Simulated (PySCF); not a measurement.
# Spinor energies of La⁺ (lanthanum, charge +1)

Start: [Xe] 5d1 6p1; 5d5/2 filled at m_j = +5/2; 6p3/2 filled at m_j = +3/2. Calculated with PySCF 2.14 in x2c-TZVPall-2c: generalised Hartree-Fock with the X2C-1e Hamiltonian and a Gaussian nucleus; spin-orbit coupling (SO) screened by Boettger's factors. This is a chosen level, not necessarily the ground level.

| spinor shell | electrons | ε, screened SO (eV) | weight of nominal j (screened SO) | rms radius, screened SO (bohr) |
| --- | --- | --- | --- | --- |
| 1s1/2 | 2 | -39123.3 | 1.000 | 0.0286 |
| 2s1/2 | 2 | -6341.9 | 1.000 | 0.116 |
| 2p1/2 | 2 | -5968.0 | 1.000 | 0.100 |
| 2p3/2 | 4 | -5551.4 | 1.000 | 0.106 |
| 3s1/2 | 2 | -1408.0 | 1.000 | 0.303 |
| 3p1/2 | 2 | -1249.2 | 1.000 | 0.295 |
| 3p3/2 | 4 | -1165.8 | 1.000 | 0.308 |
| 3d3/2 | 4 | -890.10 | 1.000 | 0.279 |
| 3d5/2 | 6 | -872.51 | 1.000 | 0.283 |
| 4s1/2 | 2 | -309.52 | 1.000 | 0.694 |
| 4p1/2 | 2 | -248.54 | 1.000 | 0.719 |
| 4p3/2 | 4 | -230.70 | 1.000 | 0.746 |
| 4d3/2 | 4 | -128.39 | 0.999 | 0.820 |
| 4d5/2 | 6 | -125.30 | 1.000 | 0.830 |
| 5s1/2 | 2 | -56.200 | 1.000 | 1.67 |
| 5p1/2 | 2 | -37.067 | 0.980 | 1.86 |
| 5p3/2 | 4 | -34.665 | 0.990 | 1.93 |
| 5d5/2 | 1 | -12.974 | 1.000 | 3.07 |
| 6p3/2 | 1 | -7.649 | 1.000 | 5.51 |

```
   quantity  screened SO
E (hartree)  -8490.85351
        M_J            4
       ⟨J²⟩       20.013
       ⟨L²⟩       12.049
       ⟨S²⟩        2.039
```

Each row is a mean over spinors that exchange with the open shell spreads, by up to 2.460 eV (5p3/2).

Breit and QED terms are absent; they matter most for the inner s and p1/2 levels.

Densities and radii are taken from the X2C orbitals without a picture-change correction, which distorts them close to the nucleus.
